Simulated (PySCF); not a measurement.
Al(F)(GeH3)(Me) (CH6AlFGe), SMILES [CH3][Al]([F])[GeH3].

Geometry: PBE0-D3(BJ)/def2-SVP. The structure was generated by enumeration; whether it is a known compound was not checked.

Two levels are set side by side: PBE/def2-TZVP (PySCF) and B3LYP/def2-TZVP (PySCF). Same geometry, gas phase. Differences are taken from unrounded values.

```csv
quantity,B3LYP
orbital gap (eV),5.83
highest occupied level (eV),-7.40
lowest empty level (eV),-1.58
dipole moment (D),1.77
mean polarisability (bohr³),72.8
```

### Question
What does PBE give, and how far is it from B3LYP? (An estimate is asked for; the answer gives what the named calculation found.)

### Answer

| quantity | PBE | PBE minus B3LYP |
|---|---|---|
| orbital gap (eV) | 4.36 | -1.46 |
| highest occupied level (eV) | -6.48 | 0.93 |
| lowest empty level (eV) | -2.11 | -0.54 |
| dipole moment (D) | 1.74 | -0.03 |
| mean polarisability (bohr³) | 75.5 | 2.7 |

PBE's occupied levels lie high since its potential decays too fast outside the molecule; exact exchange lowers them and widens the gap. PBE's more diffuse valence density responds more strongly to a field. Differences between two approximate levels are no errors against the true value.

Rough cost on one machine, each run with all the roots and properties that it gave: B3LYP against PBE within a factor of 2.
